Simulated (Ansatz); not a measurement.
Abridged output of a molecular run in Ansatz:

```
Functional definition: HF
1679 factors; integrals over basis functions are off by at most 1.1e-3 eV
mean field evaluation 1: about -56219.3832 eV, gradient 3.9e1 eV
mean field evaluation 2: about -56219.5511 eV, gradient 3.9e1 eV
mean field evaluation 4: about -56223.8409 eV, gradient 5.0e0 eV
mean field evaluation 8: about -56223.9177 eV, gradient 3.7e-1 eV
mean field -56223.91863870 eV, -2066.1909000314 hartree, gradient 1.5e-6 eV, S^2 0.000000; 0 other end points of the search recorded, 0 dependent functions left out
13 core orbitals not correlated: weight in the atoms' cores, before any rotation towards them, 1.000 or more for the frozen orbitals, at most 0.000 for the correlated occupied ones
reference -56223.91863870 eV, -2066.1909000314 hartree; 18, 18 occupied and 253, 253 virtual orbitals, 1679 factors
second order -22.84654781 eV of doubles, -0.00000000 eV of singles
cycle   1  -23.12707886 eV  change   -2.8e-1 eV  update   1.2e-1
cycle   2  -23.85132204 eV  change   -7.2e-1 eV  update   3.6e-2
cycle   3  -23.97985846 eV  change   -1.3e-1 eV  update   1.8e-2
cycle   4  -23.97191124 eV  change    7.9e-3 eV  update   5.0e-3
cycle   5  -23.97120864 eV  change    7.0e-4 eV  update   2.4e-3
cycle   6  -23.97120462 eV  change    4.0e-6 eV  update   8.1e-4
cycle   7  -23.97099572 eV  change    2.1e-4 eV  update   3.5e-4
cycle   8  -23.97099930 eV  change   -3.6e-6 eV  update   1.3e-4
cycle   9  -23.97102033 eV  change   -2.1e-5 eV  update   4.1e-5
perturbative correction -1.06119796 eV, -0.0389983058 hartree
Total energy: -56248.95085699 eV, -2067.1108170860 hartree
```

Its atoms:

Cartesian coordinates in Å:
```
B 0.378 -1.180 -1.119
C 0.324 -1.221 0.355
C 0.447 -1.862 1.510
Ga -0.224 0.729 0.608
C -0.536 2.057 -0.802
H -0.621 -1.341 -1.766
H 1.370 -0.797 -1.678
H 0.275 -1.388 2.473
H 0.732 -2.912 1.542
H -0.361 1.003 2.150
H -1.340 1.717 -1.460
H 0.359 2.164 -1.420
H -0.803 3.032 -0.394
```

Task: Which basis set was used?
A. cc-pV(Q+d)Z
B. def2-TZVPP
C. def2-TZVPPD
D. def2-QZVPP

Result: B. It gives 284 functions.

Task: Write the keys of the input that set method, charge and spin (a neutral closed shell needs none for the last two).

Result: 
```yaml
correlation: {method: ccsd_t}
```
